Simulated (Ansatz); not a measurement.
CH$_{5}$BO$_{2}$, SMILES `COBO`. Charge 0, multiplicity 1.

| atom | x (Å) | y (Å) | z (Å) |
| --- | --- | --- | --- |
| C1 | 0.095 | 0.966 | -0.947 |
| O2 | 0.233 | 0.365 | 0.321 |
| B3 | -0.183 | -0.903 | 0.559 |
| O4 | -0.032 | -1.437 | 1.795 |
| H5 | -0.356 | 0.280 | -1.670 |
| H6 | 1.080 | 1.268 | -1.310 |
| H7 | -0.533 | 1.855 | -0.859 |
| H8 | -0.683 | -1.575 | -0.299 |
| H9 | 0.379 | -0.820 | 2.409 |

(1) What are the harmonic wavenumbers in cm⁻¹ at PBE0-D4/def2-TZVP (Ansatz, finite differences of forces, unscaled)? (An estimate is asked.)

(2) Is this a minimum?

(3) Give the ideal-gas thermochemistry at 298.15 K and 1 bar (rigid rotor, harmonic oscillator; point group Cs, symmetry number 1).

(4) And at 400, 500, 600, 800 and 1000 K?

Answers

(1) Ansatz gave: 111, 177, 287, 496, 618, 919, 936, 1058, 1153, 1180, 1190, 1288, 1427, 1491, 1498, 1513, 2619, 3039, 3117, 3121, 3857.

(2) Yes, all 21 modes are real.

(3) Zero-point energy 186.0 kJ/mol; H(298) − E = 202.1 kJ/mol; entropy 295.3 J/(mol·K), of which translation 159.9, rotation 98.8, vibration 36.5; G(298) − E = 114.0 kJ/mol.

(4) 
| T (K) | H − E (kJ/mol) | S (J/mol/K) | G − E (kJ/mol) |
| --- | --- | --- | --- |
| 400 | 210.6 | 319.8 | 82.7 |
| 500 | 220.6 | 342.0 | 49.6 |
| 600 | 232.0 | 362.7 | 14.3 |
| 800 | 258.0 | 400.1 | -62.0 |
| 1000 | 287.4 | 432.8 | -145.4 |
